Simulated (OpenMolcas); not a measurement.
## 3d⁷ along the 25-electron sequence

- Program: OpenMolcas
- Method: SS-CASPT2, IPEA 0.25 Eh, imaginary shift 0.1 Eh
- Basis: ANO-RCC-VTZP
- Scalar Hamiltonian: DKH2, point nucleus
- Spin-orbit coupling: RASSI with atomic mean-field integrals over the reference wave functions, term energies averaged over their components

Active space for each ion: 7 electrons in 5 orbitals (3d); closed shells correlated by CASPT2: 3s 3p.

Computed levels in cm-1 above ⁴F_9/2:

```json
{"Level": "⁴F_7/2", "Co2+": "857", "Ni3+": "1151", "Cu4+": "1554"}
{"Level": "⁴F_5/2", "Co2+": "1483", "Ni3+": "1985", "Cu4+": "2670"}
{"Level": "⁴F_3/2", "Co2+": "1911", "Ni3+": "2550", "Cu4+": "3410"}
{"Level": "⁴P_5/2", "Co2+": "15530", "Ni3+": "18460", "Cu4+": "20900"}
{"Level": "⁴P_3/2", "Co2+": "15820", "Ni3+": "18830", "Cu4+": "21340"}
{"Level": "⁴P_1/2", "Co2+": "16220", "Ni3+": "19380", "Cu4+": "22120"}
{"Level": "²G_9/2", "Co2+": "16370", "Ni3+": "19660", "Cu4+": "22310"}
{"Level": "²G_7/2", "Co2+": "17190", "Ni3+": "20760", "Cu4+": "23810"}
{"Level": "²P_3/2", "Co2+": "21380", "Ni3+": "25540", "Cu4+": "28880"}
{"Level": "weight of ⁴F in the lowest level (%)", "Co2+": "100", "Ni3+": "100", "Cu4+": "100"}
```

Mixed levels, with the weight of the term that names them: Ni3+ ²P_3/2 (74 %), Cu4+ ²P_3/2 (71 %).

Measured, with the error of the calculation in %. Measured levels: Co2+ from Sugar and Corliss, J. Phys. Chem. Ref. Data 10, 1097 (1981); Ni3+ from Corliss and Sugar, J. Phys. Chem. Ref. Data 10, 197 (1981); Cu4+ from Sugar and Musgrove, J. Phys. Chem. Ref. Data 19, 527 (1990).

| Level | Co2+ | Ni3+ | Cu4+ |
| --- | --- | --- | --- |
| ⁴F_7/2 | 841 (+1.9) | 1190 (-3.3) | 1616 (-3.8) |
| ⁴F_5/2 | 1451 (+2.2) | 2042 (-2.8) | 2759 (-3.4) |
| ⁴F_3/2 | 1867 (+2.3) | 2621 (-2.6) | 3528 (-3.2) |
| ⁴P_5/2 | 15202 (+2.1) | 18119 (+1.9) | 20827 (+0.3) |
| ⁴P_3/2 | 15428 (+2.6) | 18367 (+2.5) | 21066 (+1.3) |
| ⁴P_1/2 | 15811 (+2.6) | 18958 (+2.2) | 21935 (+0.8) |
| ²G_9/2 | 16978 (-3.5) | 19830 (-0.8) | 22575 (-1.2) |
| ²G_7/2 | 17766 (-3.3) | 20948 (-0.9) | 24100 (-1.2) |
| ²P_3/2 | 20195 (+5.9) | 23649 (+8.0) | 27016 (+6.9) |

The fine-structure level ⁴F_3/2 changes by a factor of 1.78 from Co2+ to Cu4+. Its fourth root runs 6.61, 7.11, 7.64, with steps per unit of Z of 0.49, 0.54; equal steps would mean a (Z - σ)^4 law with constant σ.

⁴P_5/2 changes by a factor of 1.35 over the same range, with steps per unit of Z of +2930, +2440 cm-1.

CASPT2 breaks the degeneracy within a term, and the mean is taken; among the terms shown or strongly mixed into the levels shown the widest spread is 840 cm-1 (3d⁷ ²P, Co2+). Computed and measured levels are paired by configuration, term and J; levels that our copy of the source lacks, or whose pairing is in doubt (as where it misses far off the trend of its configuration), stay unpaired and out of the deviations. Levels of configurations outside the active space are missing.
